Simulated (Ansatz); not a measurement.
Species: BNH, charge 0, doublet. BNH (SMILES [B]=N, doublet).
B3LYP-D3(BJ)/def2-TZVP minimum from Ansatz (an electronic-structure program):
```xyz
3

B      0.0000     0.0000    -0.8356
N      0.0000     0.0000     0.3981
H      0.0000     0.0000     1.3912
```
Charge 0, spin multiplicity 2.

Total energies in hartree (Ansatz). UHF or UKS for unpaired electrons; spin-orbit terms are left out. Cores are frozen in correlated methods. No relativity. For partners of very few electrons the exact lower level stands in for a higher one. The UHF reference of HBN ([B]=N, doublet) is spin-contaminated (<S^2> up to 0.10 over the pure value in the sets run).

```csv
species,HF/cc-pVTZ,CCSD(T)/cc-pVTZ,HF/cc-pVQZ,CCSD(T)/cc-pVQZ,CCSDT(Q)/cc-pVQZ
"1: BNH (SMILES [B]=N, doublet)",-79.67945,-79.97170,-79.68557,-79.99468,-79.99623
2: B (doublet),-24.53207,-24.59810,-24.53297,-24.60084,-24.60125
3: N (quartet),-54.40069,-54.51471,-54.40372,-54.52482,-54.52521
4: H (doublet),-0.49981,-0.49981,-0.49995,-0.49995,-0.49995
```

Problem. Work out the atomisation energy (electronic, to ground-state atoms) in kcal/mol: take Hartree-Fock from cc-pVQZ, extrapolate the CCSD(T) correlation energy as X^-3 (X = 3, 4), and add CCSDT(Q) - CCSD(T) in cc-pVQZ. 1 hartree = 627.51 kcal/mol.

Solution. 
Species 1: correlation (64·(-0.30911) - 27·(-0.29225))/37 = -0.32141; step -0.00155; E1 = -79.68557 + (-0.32141) + (-0.00155) = -80.00853
Species 2: correlation (64·(-0.06787) - 27·(-0.06603))/37 = -0.06921; step -0.00041; E2 = -24.53297 + (-0.06921) + (-0.00041) = -24.60259
Species 3: correlation (64·(-0.12110) - 27·(-0.11402))/37 = -0.12627; step -0.00039; E3 = -54.40372 + (-0.12627) + (-0.00039) = -54.53038
Species 4: correlation (64·(0.00000) - 27·(0.00000))/37 = 0.00000; step +0.00000; E4 = -0.49995 + (0.00000) + (+0.00000) = -0.49995
-1·E1 +1·E2 +1·E3 +1·E4 = 0.37561 hartree = 235.7 kcal/mol.
